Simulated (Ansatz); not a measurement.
Consider the atomization: `[CH3][GeH2][TeH]` → C• + Ge• + 6 H• + Te•.

Calculated with Ansatz (gas phase, PBE0-D4/def2-TZVP geometries, no zero-point term in ΔE). CCSD(T)/CBS is the MP2 limit (def2-TZVPP, def2-QZVPP) plus CCSD(T) − MP2 in def2-TZVPP, frozen cores. This one scheme is used for every species, atoms too. DFT in def2-TZVPP. B3LYP here is the variant with VWN-RPA as its local correlation; programs differ in this. HSE06 is defined as in plane-wave codes. No spin–orbit coupling; open shells (•) take unrestricted orbitals. Spin–orbit coupling would lower the free atoms: a little for C; clearly for Ge; strongly for Te. Elements past krypton have def2 core potentials. Bonds to Ge, Te are less sure, by a few kJ/mol each and by 10 to 20 or more in all where they break to atoms, as the def2 sets lack core-valence functions. Scalar relativity is left out up to krypton.

`[CH3][GeH2][TeH]`:

Z-matrix (Å, degrees):
```
C
Ge 1 1.951
H 1 1.090 2 109.8
H 1 1.092 2 110.0 3 120.3
H 1 1.090 2 109.9 3 -119.8
Te 2 2.564 1 111.1 3 58.0
H 2 1.539 1 110.9 3 -180.0
H 2 1.539 1 111.4 3 -57.9
H 6 1.658 2 91.5 1 63.0
```

**Question.** What is ΔE at CCSD(T)/CBS? (Best estimate.)

**Answer.** Computed: +2718.5 kJ/mol.

**Question.** What do these levels give: PBE0-D4, r2SCANh-D4, ωB97X-V, B2PLYP, B3LYP, r2SCANh, HSE06, CAM-B3LYP, CCSD(T)/def2-SVP, CCSD/def2-TZVPP, SCS-MP2/def2-QZVPP, MP2/CBS(def2)? (An estimate is asked.)

**Answer.** Computed: PBE0-D4 2682.7, r2SCANh-D4 2687.1, ωB97X-V 2708.6, B2PLYP 2657.9, B3LYP 2658.6, r2SCANh 2682.3, HSE06 2667.7, CAM-B3LYP 2676.1, CCSD(T)/def2-SVP 2535.9, CCSD/def2-TZVPP 2619.7, SCS-MP2/def2-QZVPP 2692.0, MP2/CBS(def2) 2704.1 kJ/mol.

Largest T1 diagnostic among the species: 0.010.

From PBE to PBE0 (25 % exact exchange), in def2-TZVPP and without D4, ΔE moves by −17.6 kJ/mol: exact exchange takes away binding that semilocal exchange gives to molecules. In def2-TZVPP, CCSD(T) changes the Hartree–Fock value by +680.4 kJ/mol (the triples alone add +34.3 kJ/mol) and MP2 by +666.0 kJ/mol; breaking electron pairs costs correlation energy, which Hartree–Fock lacks.

For atomizations the MP2-based limit and the directly extrapolated one differ by several kJ/mol either way, and by 10 to 25 for some Ge, Se and Sn compounds, so smaller differences from it don't rank the levels.
